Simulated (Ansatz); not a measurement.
Relaxation of CH₆AlBBrN (11 atoms, charge 0, multiplicity 1), to a largest force component of 0.015 eV/Å in at most 40 steps.

Theory: RKS PBE0-D4/def2-SVP in Ansatz.

```xyz
11
Properties=species:S:1:pos:R:3
N -0.656 1.511 1.411
C -0.620 0.928 0.085
Al 0.370 -0.780 0.193
B 0.766 -1.913 -1.491
Br 1.714 -3.647 -1.390
H -1.318 2.414 1.307
H 0.273 1.911 1.661
H -1.597 0.716 -0.294
H -0.106 1.629 -0.591
H 0.995 -1.264 1.632
H 0.245 -1.563 -2.503
```

**Question.** Where does it end, and by what steps?

**Answer.** The run converged. After 34 steps the energy has fallen by 1.236 eV; H6 moved furthest, 1.97 Å. Joined: N1–Al3 (2.79 → 2.03 Å).

| step | energy less start (eV) | largest force component (eV/Å) | accepted |
| --- | --- | --- | --- |
| 0 | 0.0000 | 3.131 | yes |
| 2 | -0.5531 | 0.361 | yes |
| 4 | -0.5686 | 0.110 | yes |
| 6 | -0.5710 | 0.062 | yes |
| 8 | -0.5728 | 0.142 | no |
| 10 | -0.5761 | 0.075 | yes |
| 12 | -0.5801 | 0.125 | yes |
| 14 | -0.6061 | 0.256 | yes |
| 16 | -0.6393 | 0.305 | yes |
| 18 | -0.7053 | 0.217 | yes |
| 20 | -0.7713 | 1.192 | yes |
| 22 | -1.0636 | 0.726 | yes |
| 24 | -1.1706 | 0.362 | yes |
| 26 | -1.2101 | 0.815 | yes |
| 28 | -1.2294 | 0.118 | yes |
| 30 | -1.2342 | 0.089 | yes |
| 32 | -1.2358 | 0.020 | yes |
| 34 | -1.2361 | 0.012 | yes |

```xyz
11
Properties=species:S:1:pos:R:3
N -0.785 0.766 0.891
C 0.149 1.436 -0.084
Al 0.765 -0.399 0.290
B 0.101 -1.912 -1.041
Br 1.373 -3.132 -1.803
H -1.735 0.641 0.547
H -0.826 1.204 1.808
H -0.373 1.724 -1.005
H 0.634 2.310 0.368
H 1.784 -0.586 1.500
H -1.023 -2.110 -1.452
```

Whether the end is a true minimum wasn't checked by a vibrational analysis.

Time of the run: 55 s on 2 threads of AMD EPYC 9R45 96-Core Processor (Zen 5) (shared host), peak memory 0.33 GiB.
